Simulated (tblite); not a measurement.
Species: C6H14BNO.
SMILES with atom numbers: `[BH3-:1][O+:2]1[CH2:3][CH2:4][CH2:5][C@@H:6]1/[CH:7]=[N:8]/[CH3:9]` (hydrogens: H10, H11, H12 on B1; H13, H14 on C3; H15, H16 on C4; H17, H18 on C5; H19 on C6; H20 on C7; H21, H22, H23 on C9)
Bond orders are those of one Lewis drawing.

Computed with GFN2-xTB (tblite), gas phase: L-BFGS steps from a force-field or distance-geometry start until the largest atomic force falls under 0.01 eV/Å.

Step 59: E = -767.1118 eV
```
atom  x, y, z in Å  |  force x, y, z in eV/Å
B1     -0.6239    2.0087   -1.1599    0.018   0.004  -0.021
O2     -0.9024    0.8118   -0.0923    0.001  -0.019  -0.012
C3     -2.2442    0.3550   -0.0507    0.034   0.004  -0.016
C4     -2.1628   -0.8192    0.9166   -0.021   0.007  -0.028
C5     -0.8289   -1.4668    0.5224   -0.009  -0.006   0.010
C6     -0.0879   -0.3497   -0.2544   -0.001  -0.023   0.006
C7      1.2810   -0.0930    0.2939    0.062   0.001   0.000
N8      2.2830   -0.6133   -0.2505   -0.036   0.031   0.025
C9      3.6036   -0.4268    0.2618    0.000   0.005  -0.013
H10     0.5557    2.1489   -1.1191   -0.009   0.020  -0.021
H11    -1.0306    1.6299   -2.2181    0.043  -0.008   0.027
H12    -1.2355    2.9251   -0.7152    0.004  -0.009  -0.012
H13    -2.5605    0.0311   -1.0510   -0.024   0.007   0.011
H14    -2.8791    1.1797    0.2727    0.046  -0.008   0.045
H15    -3.0048   -1.4990    0.8242   -0.035  -0.027  -0.009
H16    -2.1220   -0.4465    1.9398   -0.007  -0.017   0.028
H17    -0.9759   -2.3360   -0.1156   -0.003   0.006  -0.017
H18    -0.2643   -1.7866    1.3971    0.032   0.019   0.004
H19    -0.0015   -0.6068   -1.3174   -0.028   0.021  -0.001
H20     1.3112    0.5343    1.1966    0.026  -0.035  -0.002
H21     4.1137    0.2928   -0.3839   -0.022  -0.051   0.041
H22     3.6408   -0.0679    1.2995   -0.045   0.041  -0.066
H23     4.1305   -1.3788    0.1794   -0.025   0.037   0.023
```

Step 60: E = -767.1137 eV
```
atom  x, y, z in Å  |  force x, y, z in eV/Å
B1     -0.6218    2.0085   -1.1621    0.020   0.009  -0.023
O2     -0.9041    0.8116   -0.0935    0.055  -0.021  -0.012
C3     -2.2450    0.3547   -0.0487    0.057   0.025  -0.020
C4     -2.1636   -0.8207    0.9165   -0.018   0.006  -0.026
C5     -0.8296   -1.4679    0.5227   -0.006  -0.005   0.005
C6     -0.0890   -0.3494   -0.2522    0.024  -0.041   0.014
C7      1.2790   -0.0945    0.2987    0.062   0.021  -0.011
N8      2.2797   -0.6060   -0.2554    0.013   0.002   0.013
C9      3.5999   -0.4233    0.2583    0.012   0.010  -0.004
H10     0.5588    2.1477   -1.1181   -0.037   0.018  -0.019
H11    -1.0266    1.6326   -2.2224    0.048  -0.020   0.039
H12    -1.2354    2.9253   -0.7200    0.014  -0.012  -0.007
H13    -2.5612    0.0337   -1.0491   -0.052  -0.002  -0.005
H14    -2.8735    1.1821    0.2778    0.003  -0.004   0.045
H15    -3.0065   -1.4984    0.8213   -0.040  -0.041  -0.004
H16    -2.1223   -0.4506    1.9404   -0.013  -0.012   0.032
H17    -0.9738   -2.3358   -0.1177   -0.016   0.004  -0.014
H18    -0.2647   -1.7899    1.3968    0.023   0.028   0.003
H19     0.0033   -0.6109   -1.3142   -0.039   0.046   0.006
H20     1.3175    0.5229    1.2079   -0.012  -0.034  -0.004
H21     4.1164    0.2891   -0.3901   -0.025  -0.056   0.029
H22     3.6345   -0.0551    1.2928   -0.039   0.032  -0.055
H23     4.1233   -1.3787    0.1864   -0.035   0.049   0.018
```

Step 61: E = -767.1152 eV
```
atom  x, y, z in Å  |  force x, y, z in eV/Å
B1     -0.6210    2.0082   -1.1657    0.017   0.010  -0.013
O2     -0.9047    0.8113   -0.0951    0.083  -0.013  -0.003
C3     -2.2450    0.3556   -0.0467    0.056   0.032  -0.012
C4     -2.1648   -0.8224    0.9155   -0.009   0.001  -0.011
C5     -0.8299   -1.4687    0.5229   -0.002  -0.003  -0.003
C6     -0.0888   -0.3491   -0.2497    0.037  -0.039   0.013
C7      1.2784   -0.0941    0.3038    0.029   0.026  -0.010
N8      2.2776   -0.5987   -0.2578    0.055  -0.026  -0.019
C9      3.5979   -0.4210    0.2557    0.011   0.010   0.005
H10     0.5595    2.1475   -1.1191   -0.041   0.020  -0.016
H11    -1.0230    1.6327   -2.2265    0.043  -0.033   0.035
H12    -1.2372    2.9246   -0.7261    0.020  -0.014  -0.003
H13    -2.5650    0.0384   -1.0466   -0.062  -0.005  -0.014
H14    -2.8679    1.1843    0.2860   -0.023  -0.001   0.038
H15    -3.0083   -1.4992    0.8165   -0.030  -0.038  -0.001
H16    -2.1241   -0.4562    1.9412   -0.020  -0.012   0.020
H17    -0.9715   -2.3351   -0.1202   -0.023   0.001  -0.007
H18    -0.2648   -1.7917    1.3967    0.012   0.029   0.001
H19     0.0084   -0.6122   -1.3109   -0.041   0.053   0.005
H20     1.3217    0.5136    1.2190   -0.036  -0.026  -0.003
H21     4.1206    0.2832   -0.3952   -0.017  -0.040   0.000
H22     3.6321   -0.0443    1.2864   -0.032   0.029  -0.023
H23     4.1150   -1.3798    0.1919   -0.027   0.038   0.019
```

**Question.** Estimate the geometry and energy of step 62. (The exact step hangs on the optimiser's Hessian estimate; all steps are aligned on step 61, rigid shifts and turns removed.)

**Answer.** E = -767.1167 eV, largest force 0.094 eV/Å
```
atom  x, y, z in Å  |  force x, y, z in eV/Å
B1     -0.6209    2.0076   -1.1703    0.010   0.005   0.005
O2     -0.9040    0.8113   -0.0966    0.078   0.001   0.015
C3     -2.2444    0.3576   -0.0442    0.035   0.027   0.001
C4     -2.1665   -0.8245    0.9136    0.003  -0.009   0.006
C5     -0.8300   -1.4692    0.5227    0.005  -0.002  -0.008
C6     -0.0874   -0.3488   -0.2464    0.035  -0.020   0.004
C7      1.2789   -0.0929    0.3101   -0.007   0.008  -0.022
N8      2.2766   -0.5906   -0.2591    0.071  -0.040  -0.046
C9      3.5967   -0.4188    0.2534    0.007   0.010   0.014
H10     0.5585    2.1486   -1.1220   -0.024   0.025  -0.010
H11    -1.0193    1.6301   -2.2304    0.031  -0.044   0.017
H12    -1.2402    2.9230   -0.7337    0.021  -0.012   0.001
H13    -2.5718    0.0451   -1.0432   -0.053   0.002  -0.013
H14    -2.8624    1.1866    0.2970   -0.031   0.001   0.025
H15    -3.0107   -1.5010    0.8098   -0.005  -0.021   0.000
H16    -2.1275   -0.4635    1.9418   -0.027  -0.012   0.002
H17    -0.9689   -2.3337   -0.1236   -0.027  -0.003   0.003
H18    -0.2644   -1.7927    1.3962   -0.004   0.024   0.001
H19     0.0141   -0.6116   -1.3070   -0.035   0.048  -0.003
H20     1.3252    0.5040    1.2317   -0.051  -0.013   0.002
H21     4.1263    0.2748   -0.4006   -0.002  -0.012  -0.038
H22     3.6320   -0.0330    1.2795   -0.026   0.028   0.019
H23     4.1052   -1.3816    0.1975   -0.005   0.009   0.024
```

The energy changes by -0.0015 eV. The first-order estimate −F·Δx gives -0.0021 eV and the mean of the old and new forces, exact on a quadratic surface, -0.0015 eV. The step makes an angle of 76° with the force vector and moves no atom by more than 0.016 Å.

The cost below is that of the whole relaxation. The run took 1.8 s of wall time on one thread of an Arm Neoverse N1, on a shared host.
